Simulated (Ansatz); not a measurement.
Ge3O4⁺. Total charge 1; doublet. Geometry r2SCAN-D4/def2-SVP.

| atom | x (Å) | y (Å) | z (Å) |
| --- | --- | --- | --- |
| Ge1 | 0.075 | -0.658 | -1.112 |
| Ge2 | -1.100 | 1.895 | 0.521 |
| Ge3 | 0.929 | -0.397 | 2.013 |
| O4 | 0.883 | -1.155 | 0.331 |
| O5 | 0.172 | -1.513 | -2.559 |
| O6 | -0.843 | 0.795 | -0.938 |
| O7 | -0.117 | 1.031 | 1.744 |

Another isomer (doublet) lies 0.37 eV lower at PBE0-D4/def2-TZVP; other spin states weren't run for this one.

**Question.** Estimate the α-spin orbital energies around the gap (eV) in Ansatz with PBE-D4/def2-SVP, BLYP-D4/def2-TZVP, r2SCAN-D4/def2-TZVP, PBE0-D4/def2-SVP, PBE0-D4/def2-TZVP.

**Answer.** 
```csv
orbital,PBE-D4/def2-SVP,BLYP-D4/def2-TZVP,r2SCAN-D4/def2-TZVP,PBE0-D4/def2-SVP,PBE0-D4/def2-TZVP
HOMO−5,-13.49,-13.36,-14.06,-15.33,-15.31
HOMO−4,-13.40,-13.27,-13.77,-14.99,-14.99
HOMO−3,-13.17,-13.11,-13.74,-14.79,-14.77
HOMO−2,-12.64,-12.53,-13.31,-14.56,-14.52
HOMO−1,-12.52,-12.46,-13.00,-13.92,-13.91
HOMO,-12.01,-11.89,-12.19,-12.65,-12.63
LUMO,-8.35,-8.24,-8.18,-7.19,-7.14
LUMO+1,-7.73,-7.71,-7.65,-7.10,-7.09
LUMO+2,-7.72,-7.64,-7.57,-6.71,-6.68
LUMO+3,-6.48,-6.44,-6.37,-5.80,-5.79
LUMO+4,-5.41,-5.43,-5.13,-4.18,-4.33
LUMO+5,-5.26,-5.23,-4.95,-4.16,-4.25
β HOMO,-12.00,-11.92,-12.08,-12.48,-12.45
β LUMO,-11.42,-11.33,-11.44,-10.85,-10.81
```
